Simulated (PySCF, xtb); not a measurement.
H₈NSi₂, SMILES [SiH3][NH2+][SiH3], charge +1.

Harmonic wavenumbers (cm⁻¹) from GFN2-xTB (xtb) at its own minimum, in rising order: 89, 134, 167, 446, 489, 505, 524, 592, 605, 668, 715, 716, 730, 743, 781, 787, 960, 1108, 1475, 2338, 2341, 2353, 2363, 2365, 2373, 3312, 3331.

Problem. What does PBE0-D3(BJ)/def2-SVP (PySCF) give at its own minimum? (An estimate is asked for; the answer gives what the named calculation found.)

Solution. 41, 139, 176, 509, 516, 581, 605, 676, 754, 848, 899, 915, 918, 925, 925, 934, 1093, 1149, 1569, 2293, 2294, 2326, 2329, 2330, 2330, 3444, 3506. Paired by order, the mean absolute difference is 95 cm⁻¹ and the zero-point energies are 47.2 and 50.1 kcal/mol.
